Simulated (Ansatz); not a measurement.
C3H5O (SMILES [CH2]C(C)=O), doublet, geometry from GFN2-xTB. Base run: PBE0/6-31G* in Ansatz (a quantum-chemistry and plane-wave program).

Here is a job for Ansatz.
Ansatz 0.2 input:
```yaml
crystal:
  periodic: [false, false, false]
  atoms:
    - {symbol: O, position_ang: [0.25330919, 0.18526487, 1.34222846]}
    - {symbol: C, position_ang: [0.02968304, 0.07476025, 0.13791137]}
    - {symbol: C, position_ang: [-0.05062688, 1.20415478, -0.72149975]}
    - {symbol: C, position_ang: [-0.17641726, -1.27365849, -0.51681359]}
    - {symbol: H, position_ang: [-0.09467523, -2.06191954, 0.22599761]}
    - {symbol: H, position_ang: [-0.24658293, 1.09726434, -1.77312897]}
    - {symbol: H, position_ang: [0.08696299, 2.19127942, -0.31616080]}
    - {symbol: H, position_ang: [0.57208467, -1.42696415, -1.29166979]}
    - {symbol: H, position_ang: [-1.16009640, -1.31331826, -0.98045393]}
basis:
  gaussian:
    orbitals: 6-31G*
hamiltonian:
  xc: pbe0
magnetization: {spin_polarized: true, initial_magnetization: 1}
```

Variants of this job, named by their change:

| change | ΔE vs base (eV) |
|---|---|
| base | 0.00 |
| occupation = up:A':12 A'':4 down:A':13 A'':2 | 5.10 |
| occupation = up:A':14 A'':2 down:A':13 A'':2 | 8.84 |
| occupation = up:A':13 A'':3 down:A':13 A'':2 | 0.00 |
| symmetry_tolerance_ang = 0.01 | 0.00 |
